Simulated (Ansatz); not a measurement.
F6Re (SMILES [F][Re]([F])([F])([F])([F])[F]), doublet, at a GFN2-xTB geometry (such geometries of metal compounds can be far from the true shape) (the multiplicity is a formal guess) (core potentials on Re); CAM-B3LYP/def2-SVP (Ansatz, a first-principles code).

Ansatz was given this input:
Ansatz 0.2 input:
```yaml
crystal:
  periodic: [false, false, false]
  atoms:
    - {symbol: Re, position_ang: [0.00000000, -0.00000000, 0.00000000]}
    - {symbol: F, position_ang: [1.10905314, -0.46150799, -1.35505160]}
    - {symbol: F, position_ang: [-1.10905314, 0.46150799, 1.35505160]}
    - {symbol: F, position_ang: [-1.11122240, 0.75995228, -1.16831620]}
    - {symbol: F, position_ang: [-0.88020309, -1.57166272, -0.18512734]}
    - {symbol: F, position_ang: [0.88020309, 1.57166272, 0.18512734]}
    - {symbol: F, position_ang: [1.11122240, -0.75995228, 1.16831620]}
basis:
  gaussian:
    orbitals: def2-SVP
hamiltonian:
  xc: cam_b3lyp
magnetization: {spin_polarized: true, initial_magnetization: 1}
```

Problem. Write the output that Ansatz gives for this input, abridged.

Solution. 
```
Functional definition: CAM-B3LYP
1073 factors; integrals over basis functions are off by at most 9.7e-4 eV
240 factors; integrals over basis functions are off by at most 1.4e-4 eV
mean field evaluation 1: about -18403.7626 eV, gradient 6.2e1 eV
mean field evaluation 2: about -18354.7576 eV, gradient 1.4e2 eV
mean field evaluation 4: about -18417.0139 eV, gradient 5.1e0 eV
mean field evaluation 8: about -18417.2976 eV, gradient 1.1e-1 eV
mean field evaluation 16: about -18417.2977 eV, gradient 7.8e-5 eV
mean field evaluation 32: about -18417.2748 eV, gradient 1.3e-1 eV
mean field -18417.29769874 eV, -676.8232067359 hartree, gradient 3.0e-6 eV, S^2 0.752123; 2 other end points of the search recorded, 0 dependent functions left out
reference -18417.29784262 eV, -676.8232120235 hartree; 35, 34 occupied and 81, 82 virtual orbitals, 1073 factors
Total energy: -18417.29784262 eV, -676.8232120235 hartree
```
